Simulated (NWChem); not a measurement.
All runs are NWChem calculations. System: H₂Ga (+1), charge 1, spin multiplicity 1, at a geometry optimised with B3LYP/def2-SVP. The structure started from a generated list of species. Level: real-time TD-B3LYP/6-31G* (spherical d), VWN1-RPA local correlation.

Job file:

```
start mol
memory heap 200 mb stack 900 mb global 1100 mb
charge 1
geometry "system" units angstroms nocenter noautoz noautosym
  Ga     0.000000     0.000000     0.000000
  H      0.000000     0.000000     1.535921
  H      0.000000     0.000000    -1.535921
end
set geometry "system"
basis spherical
  * library 6-31g*
end
dft
  xc b3lyp
  semidirect memsize 60000000 filesize 0
  iterations 100
  convergence energy 1e-10 density 1e-9 gradient 1e-8
  tolerances tight
end
task dft energy
rt_tddft
  tmax 200.0
  dt 0.2
  tag "kick"
  print dipole
  field "kick"
    type delta
    polarization x
    max 0.0001
  end
  excite "system" with "kick"
end
task dft rt_tddft
```

Output (cleaned and shortened):

```
             Northwest Computational Chemistry Package (NWChem) 7.3.0
             --------------------------------------------------------

                                NWChem Input Module
                                -------------------

 Scaling coordinates for geometry "system" by  1.889725989
 (inverse scale =  0.529177249)

                              Geometry "system" -> ""
                              -----------------------

 Output coordinates in angstroms (scale by  1.889725989 to convert to a.u.)

  No.       Tag          Charge          X              Y              Z
 ---- ---------------- ---------- -------------- -------------- --------------
    1 Ga                  31.0000     0.00000000     0.00000000     0.00000000
    2 H                    1.0000     0.00000000     0.00000000     1.53592100
    3 H                    1.0000     0.00000000     0.00000000    -1.53592100

 Effective nuclear repulsion energy (a.u.)      21.5333848958

            Nuclear Dipole moment (a.u.)
            ----------------------------
        X                 Y               Z
 ---------------- ---------------- ----------------
     0.0000000000     0.0000000000     0.0000000000


 Summary of "ao basis" -> "" (spherical)
 ------------------------------------------------------------------------------
       Tag                 Description            Shells   Functions and Types
 ---------------- ------------------------------  ------  ---------------------
 *                           6-31g*                   on all atoms

                                 NWChem DFT Module
                                 -----------------

 Summary of "ao basis" -> "ao basis" (spherical)
 ------------------------------------------------------------------------------
       Tag                 Description            Shells   Functions and Types
 ---------------- ------------------------------  ------  ---------------------
 Ga                          6-31g*                 12       32   5s4p3d
 H                           6-31g*                  2        2   2s

 Summary of "ao basis" -> "ao basis" (spherical)
 ------------------------------------------------------------------------------
       Tag                 Description            Shells   Functions and Types
 ---------------- ------------------------------  ------  ---------------------
 Ga                          6-31g*                 12       32   5s4p3d
 H                           6-31g*                  2        2   2s

  itol2e modified to match energy
  convergence criterion.
  tol_rho modified to match energy
  convergence criterion.

            General Information
            -------------------
          SCF calculation type: DFT
          Wavefunction type:  closed shell.
          No. of atoms     :     3
          No. of electrons :    32
           Alpha electrons :    16
            Beta electrons :    16
          Charge           :     1
          Spin multiplicity:     1
          Use of symmetry is: off; symmetry adaption is: off
          Maximum number of iterations: 100
          AO basis - number of functions:    36
                     number of shells:    16
          Convergence on energy requested:  1.00D-10
          Convergence on density requested:  1.00D-09
          Convergence on gradient requested:  1.00D-08

              XC Information
              --------------
                         B3LYP Method XC Potential
                     Hartree-Fock (Exact) Exchange  0.200
[...]
     Interpolation convergence tolerance  :  1.0000E-07
     Reqd no. zero terms in series        : 3
     Reqd no. zero terms in interpolation : 1

                Output and checking parameters
                ------------------------------
     Quantites to print : messages, dipole, field, energy, <S^2>
     No. print points   : 1000 (once every 1 time steps)
     No. checks         : 10 (once every 100 time steps)
     No. restart points : 100 (once every 10 time steps)
     Checking level     : 1 (checkpoints only)
     Profiling          : No

 Dipole and quadrupole matrices
 ------------------------------
     Center of mass = ( 0.0000E+00,  0.0000E+00,  0.0000E+00)
     norm[D_x]  =  2.2920E+00
     norm[D_y]  =  2.2920E+00
     norm[D_z]  =  2.9025E+00
     norm[Q_xx] =  1.5760E+01
     norm[Q_xy] =  5.2533E+00
     norm[Q_xz] =  5.2533E+00
     norm[Q_yy] =  1.5760E+01
     norm[Q_yz] =  5.2533E+00
     norm[Q_zz] =  1.5760E+01

         Applied fields
         --------------

               "kick"
     Type            : delta
     Polarization    : x
     Field maximum   :  1.0000E-04 au =  5.1421E-02 V/nm

        Excitation rules
        ----------------
     Excite geometry "system" with "kick"

                             Closed shell propagation
                             ------------------------

****************************** WARNING ******************************
  Starting movecs not specified--trying SCF output:
   ./mol.movecs
*********************************************************************

     File name              : ./mol.movecs
     Job title              :
     Basis set name         : ao basis
     SCF type               : dft
     Atomic orbitals        : 36
     Molecular orbitals     : 36

   Vector      Occupation     Eigenvalue [au]
 --------------------------------------------
         1        2.00       -3.72889508E+02
         2        2.00       -4.62819047E+01
         3        2.00       -4.10379265E+01
         4        2.00       -4.10379265E+01
         5        2.00       -4.10340334E+01
         6        2.00       -5.84849746E+00
         7        2.00       -4.13309149E+00
         8        2.00       -4.13309149E+00
         9        2.00       -4.12203682E+00
        10        2.00       -1.16517837E+00
        11        2.00       -1.16517830E+00
        12        2.00       -1.16099300E+00
        13        2.00       -1.15633669E+00
        14        2.00       -1.15633669E+00
        15        2.00       -7.22803430E-01
        16        2.00       -6.08484355E-01
        17        0.00       -3.23757849E-01
        18        0.00       -3.23757849E-01
        19        0.00       -2.71158945E-01
        20        0.00       -1.23930960E-01
        21        0.00       -8.46998415E-02
        22        0.00       -4.58646707E-02
        23        0.00       -4.58646707E-02
        24        0.00        4.81906029E-02
        25        0.00        1.15619378E-01
        26        0.00        1.15619378E-01
        27        0.00        1.52144401E-01
        28        0.00        1.52144516E-01
        29        0.00        2.98217153E-01
        30        0.00        7.49616161E-01
        31        0.00        9.09441218E-01
        32        0.00        2.49792622E+00
        33        0.00        2.49792663E+00
        34        0.00        2.50214807E+00
        35        0.00        2.50214807E+00
        36        0.00        2.67999966E+00

kick      0.00000        ### Propagation started ###
kick      0.00000        ### Checks passed ###
kick      0.00000   1.000000000000E-004   0.000000000000E+000   0.000000000000E+000     # Applied E-field [system] (alpha spin)
kick      0.00000   1.000000000000E-004   0.000000000000E+000   0.000000000000E+000     # Applied E-field [system] (beta spin)
kick      0.00000   2.153338489576E+001     # Enuc
kick      0.00000  -2.716054554875E+003     # Ecore
kick      0.00000   8.445255195699E+002     # Ecoul
kick      0.00000  -7.550293281670E+001     # Exc(1)
kick      0.00000   0.000000000000E+000     # Exc(2)
kick      0.00000  -1.925498583226E+003     # Etot
kick      0.00000  -2.273736754432E-013     # Eadded
kick      0.00000   1.515064664342E-012  -3.507603303173E-012   2.966737966403E-012     # Dipole moment [system]
kick      0.00000        ### Saved restart file ###
kick      0.00000   3.486100297323E-014     # Magnus interpol (matrix 1 of 1)
kick      0.00000                     2     # Magnus total interpolations
kick      0.20000   0.000000000000E+000   0.000000000000E+000   0.000000000000E+000     # Applied E-field [system] (alpha spin)
kick      0.20000   0.000000000000E+000   0.000000000000E+000   0.000000000000E+000     # Applied E-field [system] (beta spin)
kick      0.20000   2.153338489576E+001     # Enuc
kick      0.20000  -2.716054554868E+003     # Ecore
kick      0.20000   8.445255195661E+002     # Ecoul
kick      0.20000  -7.550293281642E+001     # Exc(1)
kick      0.20000   0.000000000000E+000     # Exc(2)
kick      0.20000  -1.925498583222E+003     # Etot
kick      0.20000   3.485411070869E-009     # Eadded
kick      0.20000   5.468410284852E-006  -3.477127783991E-012   2.958744360626E-012     # Dipole moment [system]
kick      0.20000   1.532107773983E-014     # Magnus interpol (matrix 1 of 1)
kick      0.20000                     2     # Magnus total interpolations
kick      0.40000   0.000000000000E+000   0.000000000000E+000   0.000000000000E+000     # Applied E-field [system] (alpha spin)
kick      0.40000   0.000000000000E+000   0.000000000000E+000   0.000000000000E+000     # Applied E-field [system] (beta spin)
kick      0.40000   2.153338489576E+001     # Enuc
...
kick     28.20000  -7.550293280090E+001     # Exc(1)
kick     28.20000   0.000000000000E+000     # Exc(2)
kick     28.20000  -1.925498582772E+003     # Etot
kick     28.20000   4.537162112683E-007     # Eadded
kick     28.20000  -1.047955616905E-005  -1.627417494648E-012   4.429789868254E-013     # Dipole moment [system]
kick     28.20000   6.217248937901E-015     # Magnus interpol (matrix 1 of 1)
kick     28.20000                     2     # Magnus total interpolations
kick     28.40000   0.000000000000E+000   0.000000000000E+000   0.000000000000E+000     # Applied E-field [system] (alpha spin)
kick     28.40000   0.000000000000E+000   0.000000000000E+000   0.000000000000E+000     # Applied E-field [system] (beta spin)
kick     28.40000   2.153338489576E+001     # Enuc
kick     28.40000  -2.716054554321E+003     # Ecore
kick
```
